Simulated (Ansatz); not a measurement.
CH₃F₃Si⁻, that is Si(CF3)H3 with one electron more. Charge -1, multiplicity 2. Geometry r2SCAN-D4/def2-SVP, that of the neutral singlet; atoms count from 1.

```xyz
8

Si   -0.177   -0.918   -0.308
C     0.170    0.882    0.296
F     1.469    1.060    0.618
F    -0.557    1.191    1.391
F    -0.132    1.795   -0.652
H    -1.626   -1.013   -0.627
H     0.195   -1.842    0.796
H     0.658   -1.156   -1.515
```

The highest occupied level of the charge -1 doublet lies above zero (up to 2.07 eV). By energy differences it is unbound by 0.99 eV (vertical, against the charge 0 singlet, at PBE0-D4/def2-TZVPD) and held by the finite basis.

(1) Estimate the Mulliken populations from the PBE0/def2-TZVPD orbitals of Ansatz.

(2) Where does the spin sit?

(3) And the Mayer bond orders between heavy atoms (over 0.3)?

## Answers

(1) 
```csv
atom,charge (e),spin (α − β)
Si1,-1.85,1.71
C2,1.15,-0.55
F3,-0.12,-0.11
F4,-0.12,-0.11
F5,-0.12,-0.11
H6,0.02,0.06
H7,0.02,0.06
H8,0.02,0.06
```
Mulliken values depend strongly on the basis. With diffuse functions, as here, like atoms can get unlike values, and bond orders can come out too low or too high.

(2) Summed by element: Si 1.71, C -0.55, F -0.34, H 0.19, of 1 unpaired in all. Largest on single atoms: Si1 1.71, C2 -0.55, F4 -0.11.

(3) C2–F3 1.01 (1.35 Å); C2–F4 1.01 (1.35 Å); C2–F5 1.01 (1.35 Å).
